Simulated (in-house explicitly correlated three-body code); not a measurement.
Computed with an exponentially correlated three-body code. Model: two electrons around a point charge, non-relativistic, variational in 260 exponentially correlated functions (energies converged to about 1e-7 hartree, or 1e-8 relative for large Z).

The wave function depends on r1, r2 and r12, so the cusp where the electrons meet is built in. Binding is counted against the one-electron ion, and the quantum defect is n less (Z − 1)/√(2 × binding).

Command:
```bash
python run_hyl.py task.json out
```
Settings (lengths in bohr, energies in hartree):
```
Z                      1.8
interaction_strength   1
functions              260
states_tried           13
```

Cost of the run: 34 s on 1 thread of Intel(R) Xeon(R) Platinum 8375C CPU @ 2.90GHz (Ice Lake), on a shared host.

**Those bound S and P states to n = 4 that converged, binding against the one-electron ion.**

Given: nuclear charge 1.8.

Computed: one-electron threshold -1.62 hartree.

```csv
term,energy (hartree),binding (eV),quantum defect
1 1S,-2.26837533,17.643,0.29748
2 3S,-1.73845965,3.2235,0.35642
2 1S,-1.71675326,2.6328,0.18138
2 3P,?,?,?
2 1P,?,?,?
3 3S,-1.66548043,1.2376,0.34746
3 1S,-1.66007925,1.0906,0.17437
3 3P,-1.6571532,1.011,0.065211
3 1P,-1.6553514,0.96196,-0.0086501
4 3S,-1.64395239,0.65178,0.34489
4 1S,-1.64184095,0.59432,0.17229
4 3P,-1.64068285,0.56281,0.066585
4 1P,-1.63990812,0.54173,-0.0092195
```

Problem. What belongs in the row 2 3P?

Solution. energy (hartree): -1.70508923; binding (eV): 2.3154; quantum defect: 0.060733.

Problem. What belongs in the row 2 1P?

Solution. energy (hartree): -1.69946826; binding (eV): 2.1624; quantum defect: -0.0066801.

**Converged states only, values per electron or pair.**

```
term  mean r (bohr)  mean r squared (bohr²)  mean inverse r (1/bohr)  mean r12 (bohr)  mean inverse r12 (1/bohr)  mean cosine  mean p1 dot p2 (bohr⁻²)  delta r1 (bohr⁻³)  delta r12 (bohr⁻³)
1 1S         1.0626                  1.5702                   1.4884           1.6348                    0.82159    -0.070715                  0.13349             1.2706            0.067318
2 3S              ?                       ?                        ?                ?                          ?            ?                        ?                  ?                   -
2 1S         3.5582                  23.448                   1.0107           6.3595                    0.20504    -0.013963                0.0071462              0.949           0.0046518
2 3P         3.2922                  20.566                   1.0071           5.8501                    0.21525    -0.030248                -0.036901            0.91967                   -
2 1P         3.5765                  24.368                  0.99871           6.3891                    0.19642   -0.0070364                 0.025255            0.92864          0.00030681
3 3S         7.0392                  100.31                  0.95235           13.283                    0.09751   -0.0041872                 0.001368            0.93494                   -
3 1S              ?                       ?                        ?                ?                          ?            ?                        ?                  ?                   ?
3 3P         7.8502                  128.25                   0.9466           14.905                   0.093439   -0.0087268                -0.010891            0.92569                   -
3 1P         8.2842                  142.95                  0.94401           15.765                   0.087726   -0.0018588                0.0081287            0.92838          0.00010526
4 3S         12.961                  354.84                  0.92822           25.107                   0.053689   -0.0016365                0.0005284            0.93078                   -
4 1S          14.17                  426.01                  0.92625           27.524                   0.050805   -0.0016498               0.00078245            0.93042          0.00052028
4 3P         14.285                   437.4                  0.92591           27.756                   0.051911   -0.0036146               -0.0045326            0.92716                   -
4 1P         14.866                  473.86                  0.92481           28.914                   0.049499  -0.00075608                0.0035159            0.92828          4.6543e-05
```

Problem. What belongs in the row 2 3S?

Solution. mean r (bohr): 2.9926; mean r squared (bohr²): 16.059; mean inverse r (1/bohr): 1.0291; mean r12 (bohr): 5.253; mean inverse r12 (1/bohr): 0.22799; mean cosine: -0.016255; mean p1 dot p2 (bohr⁻²): 0.0055425; delta r1 (bohr⁻³): 0.95584.

Problem. What belongs in the row 3 1S?

Solution. mean r (bohr): 7.9258; mean r squared (bohr²): 128.51; mean inverse r (1/bohr): 0.94745; mean r12 (bohr): 15.05; mean inverse r12 (1/bohr): 0.090668; mean cosine: -0.0040093; mean p1 dot p2 (bohr⁻²): 0.001937; delta r1 (bohr⁻³): 0.93376; delta r12 (bohr⁻³): 0.0012817.

**Electric-dipole lines between converged S and P states, rate of the upper state's decay.**

```tsv
s state	p state	p minus s (eV)	oscillator strength from s	rate (1/s)
1 1S	2 1P	15.481	0.22091	7.6576e+08
1 1S	3 1P	16.681	0.060531	2.4362e+08
1 1S	4 1P	?	?	?
2 1S	2 1P	0.47035	0.44471	1.423e+06
2 1S	3 1P	1.6708	0.11492	4.6404e+06
2 1S	4 1P	2.0911	0.039822	2.5185e+06
3 1S	2 1P	-1.0718	-0.17036	8.4926e+06
3 1S	3 1P	?	?	?
3 1S	4 1P	0.54888	0.10364	451620
4 1S	2 1P	-1.5681	-0.028849	3.0783e+06
4 1S	3 1P	-0.36764	-0.35661	2.0914e+06
4 1S	4 1P	0.052595	1.0024	40108
2 3S	2 3P	0.90806	0.62516	7.4559e+06
2 3S	3 3P	2.2125	0.032876	2.3276e+06
2 3S	4 3P	2.6606	0.015575	1.5947e+06
3 3S	2 3P	-1.0778	-0.25275	1.274e+07
3 3S	3 3P	0.2266	1.0278	763300
3 3S	4 3P	0.67478	0.019357	127480
4 3S	2 3P	-1.6636	-0.035015	4.2051e+06
4 3S	3 3P	-0.35921	-0.52134	2.919e+06
4 3S	4 3P	0.088969	1.3977	160020
```

Problem. What belongs in the row 1 1S 4 1P?

Solution. p minus s (eV): 17.101; oscillator strength from s: 0.024846; rate (1/s): 1.051e+08.

Problem. What belongs in the row 3 1S 3 1P?

Solution. p minus s (eV): 0.12865; oscillator strength from s: 0.7339; rate (1/s): 175690.

**Functionals on the exact density and self-consistent, errors are functional minus exact, hybrids only self-consistent, a dash where a self-consistent run leaves the top level unbound.**

```csv
result,exchange error (millihartree),correlation error (millihartree),functional driven error (millihartree),density driven error (millihartree),self consistent total error (millihartree),top level plus exact binding (eV)
SCAN,-5.4438,4.596,-0.84773,-0.23502,-1.0828,6.9123
TPSS,-5.151,-0.25743,-5.4084,-0.24771,-5.6561,7.1183
RPBE,-7.1572,0.87839,-6.2788,-1.011,-7.2898,7.4962
r2SCAN,?,?,?,?,?,?
BP86,-1.8058,-1.8086,-3.6144,-0.64101,-4.2554,7.415
PBE0,-,-,-,-,?,?
wB97X,-,-,-,-,-1.0381,2.669
BLYP,-1.8058,-0.70263,-2.5084,-1.2641,-3.7725,7.4279
PW91,5.687,-2.5704,3.1166,-0.92546,2.1911,7.4513
OLYP,-2.0236,-0.70263,-2.7262,-1.3025,-4.0288,7.5284
AM05,93.918,-51.055,42.863,-1.0618,41.801,7.7954
LDA PW92,123.11,-64.887,58.226,-1.5558,56.67,7.6923
M06-L,-11.05,3.2496,-7.8007,-2.2609,-10.062,6.8886
PBEsol,48.991,-9.2887,39.702,-0.92518,38.777,7.7499
```

Problem. What belongs in the row r2SCAN?

Solution. exchange error (millihartree): -5.4438; correlation error (millihartree): 4.596; functional driven error (millihartree): -0.84773; density driven error (millihartree): -0.23502; self consistent total error (millihartree): -1.0828; top level plus exact binding (eV): 6.9123.

Problem. What belongs in the row PBE0?

Solution. self consistent total error (millihartree): 6.9416; top level plus exact binding (eV): 5.4135.

The density-driven part is never positive, since each functional's own density lowers its energy. Here it is small beside the functional-driven part (median ratio 0.23), the normal case.
